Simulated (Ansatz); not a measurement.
Molecule: FeH, net charge 0, sextet state. The spin state was set by rule; other spins were not relaxed. 
Geometry from a B3LYP-D3(BJ)/def2-TZVP (Ansatz, a program for electronic structure) optimisation:
```xyz
2

Fe     0.0000     0.0000    -0.0627
H      0.0000     0.0000     1.6303
```
Charge 0, spin multiplicity 6.

Basis-set convergence of Hartree-Fock and MP2 correlation energies (hartree) with Ansatz. Correlated levels leave the core frozen unless marked. Open shells are spin-unrestricted. No spin-orbit coupling. Frozen are the shells of the preceding noble gas and the d and f shells that filled before the atom's block. Non-relativistic.

```json
[
 {"basis": "def2-SVPD", "functions": "42", "E(HF)": "-1262.81710", "E(corr, MP2)": "-0.11452"},
 {"basis": "def2-TZVPPD", "functions": "84", "E(HF)": "-1262.98679", "E(corr, MP2)": "-0.18313"},
 {"basis": "def2-QZVPPD", "functions": "133", "E(HF)": "-1263.01236", "E(corr, MP2)": "-0.19538"}
]
```

Extrapolating the two largest sets (X = 3 and 4) as X^-3: E(corr) = (64·(-0.19538) - 27·(-0.18313))/37 = -0.2043 Eh, an estimate of the basis-set limit. The largest set recovers 95.6 % of it, the smallest 56.0 %.
